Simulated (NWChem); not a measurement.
All runs are NWChem calculations. System: H$_{2}$OSSi, charge 0, spin multiplicity 1, at a geometry optimised with PBE0/def2-SVP. The structure started from a generated list of species. Level: MP2/6-31G* (spherical d), 11 core orbitals frozen.

NWChem printed:

```
             Northwest Computational Chemistry Package (NWChem) 7.3.0
             --------------------------------------------------------

                                NWChem Input Module
                                -------------------

 Scaling coordinates for geometry "geometry" by  1.889725989
 (inverse scale =  0.529177249)

 Turning off AUTOSYM since
 SYMMETRY directive was detected!

                             Geometry "geometry" -> ""
                             -------------------------

 Output coordinates in angstroms (scale by  1.889725989 to convert to a.u.)

  No.       Tag          Charge          X              Y              Z
 ---- ---------------- ---------- -------------- -------------- --------------
    1 Si                  14.0000    -0.85772100    -0.41203800     0.00000000
    2 O                    8.0000     0.16097700    -1.72718900     0.00000000
    3 H                    1.0000     1.12151500    -1.63785100     0.00000000
    4 S                   16.0000     0.61900200     1.19051400     0.00000000
    5 H                    1.0000    -0.30526600     2.17566800     0.00000000

 Effective nuclear repulsion energy (a.u.)     133.7486854882

            Nuclear Dipole moment (a.u.)
            ----------------------------
        X                 Y               Z
 ---------------- ---------------- ----------------
     0.0000056692    -0.0000056692     0.0000000000

      Symmetry information
      --------------------

 Group name             Cs
 Group number              2
 Group order               2
 No. of unique centers     5

      Symmetry unique atoms

     1    2    3    4    5


 Summary of "ao basis" -> "" (spherical)
 ------------------------------------------------------------------------------
       Tag                 Description            Shells   Functions and Types
 ---------------- ------------------------------  ------  ---------------------
 *                           6-31g*                   on all atoms

 Summary of "ao basis" -> "ao basis" (spherical)
 ------------------------------------------------------------------------------
       Tag                 Description            Shells   Functions and Types
 ---------------- ------------------------------  ------  ---------------------
 Si                          6-31g*                  8       18   4s3p1d
 O                           6-31g*                  6       14   3s2p1d
 H                           6-31g*                  2        2   2s
[...]
    Atom       Charge   Shell Charges
 -----------   ------   -------------------------------------------------------
    1 Si  14    13.26   2.00  2.00  5.97  1.13  1.17  0.60  0.23  0.17
    2 O    8     8.89   2.00  0.89  2.90  0.97  2.11  0.02
    3 H    1     0.52   0.45  0.07
    4 S   16    16.45   2.00  2.00  5.98  1.28  3.04  0.61  1.48  0.05
    5 H    1     0.88   0.49  0.40

       Multipole analysis of the density wrt the origin
       ------------------------------------------------

     L   x y z        total         open         nuclear
     -   - - -        -----         ----         -------
     0   0 0 0     -0.000000      0.000000     40.000000

     1   1 0 0      0.039869      0.000000      0.000006
     1   0 1 0      0.105328      0.000000     -0.000006
     1   0 0 1      0.000000      0.000000      0.000000

     2   2 0 0    -25.024570      0.000000     64.238097
     2   1 1 0     -3.662775      0.000000     42.900432
     2   1 0 1     -0.000000      0.000000      0.000000
     2   0 2 0    -25.500519      0.000000    201.177956
     2   0 1 1      0.000000      0.000000      0.000000
     2   0 0 2    -24.123338      0.000000      0.000000

                   NWChem MP2 Semi-direct Energy/Gradient Module
                   ---------------------------------------------

  Basis functions       =     54
  Molecular orbitals    =     54
  Frozen core           =     11
  Frozen virtuals       =      0
  Active alpha occupied =      9
  Active beta occupied  =      9
  Active alpha virtual  =     34
  Active beta virtual   =     34
  Use MO symmetry       = T
  Use skeleton AO sym   = T

  AO/Fock/Back tols     =   1.0D-09  1.0D-09  1.0D-09

 GA uses MA = F    GA memory limited = T

 Available:
  local mem=  1.26D+08
 global mem=  1.44D+08
 local disk=  0.00D+00
  mp2_memr nvloc                    34
  nvloc new                    34
   1 passes of   9:        3145728                      13751                   1533403.
   1 passes of   9: M    126153660           G      144173368           F     123007932.

 Semi-direct pass number   1 of   1  for RHF alpha+beta  at        0.7s
  vrange nnbf                  1469
  mp2_eaftype                    10  avail_ma_in_mb                  1099
 EAF : mp2_eaftype filesize          10     766702.
  mp2_eaf for mointskh                     10
Node 0 wrote      3.6 Mb in      0.0 s     Agg I/O rate:  2019.1 Mb/s
 Done moints_semi at        1.8s
  mp2_eaftype                    10  avail_ma_in_mb                  1089
 EAF : mp2_eaftype filesize          10     766702.
  mp2_eaf for kh                    10
 Done maket at        1.8s
 Done multipass loop at        1.8s

          -------------------------------------------
          SCF energy                -762.486120692412
          Correlation energy          -0.369956676641
          Singlet pairs               -0.230742160411
          Triplet pairs               -0.139214516230
          Total MP2 energy          -762.856077369053
          -------------------------------------------

          ---------------------------------------------------
                    Spin Component Scaled (SCS) MP2
          Same spin pairs                     -0.092809677487
          Same spin scaling factor             0.333333333333
          Opposite spin pairs                 -0.277146999154
          Opposite spin scaling fact.          1.200000000000
          SCS-MP2 correlation energy          -0.363512958147
          Total SCS-MP2 energy              -762.849633650559
          ---------------------------------------------------

 -----------------------
 Performance information
 -----------------------

 Timer overhead =  2.44D-07 seconds/call

               Nr. of calls         CPU time (s)                 Wall time (s)                GFlops
             ---------------    -------------------     ------------------------------   -------------------
Name         Min   Avg   Max    Min     Avg     Max     Min     Avg     Max   Mx/calls   Min     Max     Sum
mp2: moin     1     1     1    1.1     1.1     1.1      1.1     1.1     1.1     1.1      0.0     0.0     0.0
mp2: make     1     1     1   3.21E-2 3.21E-2 3.21E-2  3.21E-2 3.21E-2 3.21E-2 3.21E-2   0.0     0.0     0.0
mp2: tota     1     1     1    1.2     1.2     1.2      1.2     1.2     1.2     1.2      0.0     0.0     0.0

 The average no. of pstat calls per process was 3.00D+00
 with a timing overhead of 7.33D-07s

 Task  times  cpu:        1.8s     wall:        1.8s

 Total times  cpu:        1.8s     wall:        1.8s
```

Q: Write an NWChem input that would produce this output.

A: This is not unique; one that fits is 
```
start mol
memory heap 200 mb stack 900 mb global 1100 mb
geometry units angstroms nocenter noautoz
  Si    -0.857721    -0.412038     0.000000
  O      0.160977    -1.727189     0.000000
  H      1.121515    -1.637851     0.000000
  S      0.619002     1.190514     0.000000
  H     -0.305266     2.175668     0.000000
  symmetry group Cs
end
basis spherical
  * library 6-31g*
end
scf
  rhf
  nopen 0
  maxiter 100
  thresh 1e-7
  semidirect memsize 60000000 filesize 0
end
mp2
  freeze core 11
end
task mp2 energy
```
